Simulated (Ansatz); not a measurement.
This geometry of C₂H₁₀BNOSi (16 atoms, charge 0, multiplicity 1) is a first-order saddle point.

The calculation used RKS r2SCANh/STO-3G (Ansatz 0.2.0).

```xyz
16
Properties=species:S:1:pos:R:3
C 0.352 -2.290 0.827
Si 0.697 -1.002 -0.487
C 0.469 0.759 0.216
O 1.822 1.369 0.255
B -0.578 1.540 -0.672
N -1.927 1.517 -0.369
H -0.678 -2.226 1.189
H 0.504 -3.300 0.438
H 1.014 -2.163 1.688
H 2.049 -1.147 -0.971
H -0.204 -1.227 -1.595
H 0.084 0.643 1.254
H 1.598 2.358 0.377
H -0.237 2.149 -1.612
H -2.657 1.984 -0.936
H -2.331 1.014 0.441
```

**Question.** Which two structures does it join? (They come from a converged band through this point; their orientation in space is the band's.)

**Answer.** No bond is made or broken. The dihedral H10–Si2–C3–O4 goes from 51 to -70°.

Initial state:

```xyz
16
Properties=species:S:1:pos:R:3
C -0.222 -2.056 0.434
Si 0.961 -0.980 -0.538
C 0.789 0.833 0.016
O 1.907 1.560 -0.633
B -0.652 1.361 -0.353
N -1.720 1.177 0.508
H -1.260 -1.764 0.258
H -0.122 -3.108 0.151
H -0.033 -1.985 1.508
H 2.315 -1.425 -0.304
H 0.672 -1.102 -1.947
H 0.929 0.836 1.121
H 1.604 2.530 -0.540
H -0.855 1.910 -1.367
H -2.688 1.483 0.303
H -1.649 0.708 1.428
```

Final state:

```xyz
16
Properties=species:S:1:pos:R:3
C 1.237 -2.110 0.948
Si 0.297 -1.090 -0.306
C 0.039 0.680 0.342
O 1.377 1.155 0.770
B -0.653 1.549 -0.781
N -2.024 1.521 -0.961
H 0.678 -2.204 1.883
H 1.434 -3.118 0.573
H 2.197 -1.644 1.181
H 1.018 -1.064 -1.555
H -1.001 -1.681 -0.544
H -0.631 0.593 1.228
H 1.224 2.161 0.847
H -0.020 2.226 -1.497
H -2.523 2.051 -1.697
H -2.673 0.952 -0.386
```

**Question.** How far does it lie above each of them?

**Answer.** 5.2 kJ/mol above the first and 5.9 kJ/mol above the second. This is the barrier of this one path; another mechanism may lie lower. Limits of this set-up: minimal basis.

Time of the run: 3.4 min on 1 thread of Arm Neoverse V2 (shared host), peak memory 0.15 GiB.
